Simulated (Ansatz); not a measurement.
Input for Ansatz (a quantum-chemistry and plane-wave program): R-B3LYP/def2-TZVPP on CH5BS (SMILES CBS).

Ansatz 0.2 input:
```yaml
crystal:
  periodic: [false, false, false]
  atoms:
    - {symbol: C, position_ang: [-0.85939554, -0.30467895, 0.03795212]}
    - {symbol: B, position_ang: [0.30825108, 0.72234358, -0.07770967]}
    - {symbol: S, position_ang: [2.04708368, 0.32257384, -0.04836424]}
    - {symbol: H, position_ang: [-1.50907487, -0.22530673, -0.84071456]}
    - {symbol: H, position_ang: [-1.49556291, -0.04525745, 0.89145725]}
    - {symbol: H, position_ang: [-0.55085985, -1.34562642, 0.14381202]}
    - {symbol: H, position_ang: [0.09878674, 1.88981998, -0.19807465]}
    - {symbol: H, position_ang: [1.96077169, -1.01386784, 0.09164173]}
basis:
  gaussian:
    orbitals: def2-TZVPP
hamiltonian:
  xc: {name: B3LYP}
scf: {lower_state_search: off}
```

Question: Predict the final total energy.

Answer: -464.2509 hartree.
